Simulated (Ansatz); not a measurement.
Mulliken charges of H5N2OSb, SMILES `[NH2][Sb]([NH2])[OH]` from r2SCAN/def2-TZVPP in Ansatz (PBE0-D4/def2-TZVP geometry).

```tsv
atom	x (Å)	y (Å)	z (Å)	charge (e)
N1	-0.226	1.303	-1.065	-0.556
Sb2	0.388	0.576	0.694	0.879
N3	1.087	-1.087	-0.213	-0.558
O4	-1.161	-0.502	1.285	-0.555
H5	-0.657	0.607	-1.662	0.161
H6	-0.768	2.156	-1.059	0.140
H7	2.071	-1.054	-0.448	0.142
H8	0.918	-1.899	0.370	0.157
H9	-1.562	-0.146	2.082	0.190
```

Problem. By hand: the dipole of these point charges (1 e Å = 4.8032 D).

Solution. Σ q r = (0.433, 0.591, 0.582) e Å, of length 0.936 e Å = 4.50 D.

Problem. How does the dipole of the full density compare? (An estimate is asked.)

Solution. Computed: (0.099, 0.208, 0.292) e Å, 1.79 D; the point charges give 2.51 times that, at 15° from its direction.

Point charges leave out the atoms' own dipoles, such as those of lone pairs, and Mulliken's split depends on the basis, so the two needn't agree.
